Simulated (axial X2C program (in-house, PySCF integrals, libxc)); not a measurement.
# Spin–orbit effects down a group: molecules with Cu (ions), PBE0

Computed with an in-house relativistic program for diatomic molecules, spin-free (one-electron X2C) or two-component (2c: spin–orbit coupling with atomic mean-field Coulomb and Gaunt terms, which also bring small scalar terms), in Dyall basis sets with cores contracted in-house; open shells are unrestricted.

Basis sets: Cu dyall-cv3z, H dyall-v3z, Li dyall-cv3z, Na dyall-cv3z.

| molecule | spin-free state | Re (Å) | ωe (cm⁻¹) | De (eV) | 2c state | Re 2c (Å) | ωe 2c (cm⁻¹) | De 2c (eV) |
| --- | --- | --- | --- | --- | --- | --- | --- | --- |
| CuH⁺ | M_S = 1/2, Λ = 0 | 1.466 | 1900.6 | 1.32 | Ω = 1/2 | 1.466 | 1899.0 | 1.32 |
| LiCu⁺ | M_S = 1/2, Λ = 0 | 2.667 | 228.8 | 0.71 | Ω = 1/2 | 2.668 | 228.8 | 0.71 |
| NaCu⁺ | M_S = 1/2, Λ = 0 | 3.005 | 119.0 | 0.50 | Ω = 1/2 | 3.005 | 119.0 | 0.50 |

Task: Work out the shifts from the spin-free to the two-component result.

Result: 

```json
{"molecule": "CuH⁺", "2c state": "Ω = 1/2", "ΔRe (Å)": "0.000", "Δωe (cm⁻¹)": "-1.6", "ΔDe (eV)": "0.00"}
{"molecule": "LiCu⁺", "2c state": "Ω = 1/2", "ΔRe (Å)": "0.001", "Δωe (cm⁻¹)": "0.0", "ΔDe (eV)": "0.00"}
{"molecule": "NaCu⁺", "2c state": "Ω = 1/2", "ΔRe (Å)": "0.000", "Δωe (cm⁻¹)": "0.0", "ΔDe (eV)": "0.00"}
```

Shifts of one unit in the last digit are rounding.

Fragments in 2c: Cu+ + H, Cu + Li+, Cu + Na+. Each entry is the lowest single determinant of a limited PBE0 search at one distance. De goes to single-determinant-based atoms at the same level (for ions the charge split of lowest energy) and is withheld (n/a) where an atom does not fit its ground term or J level. Main or longest-lived isotopes.
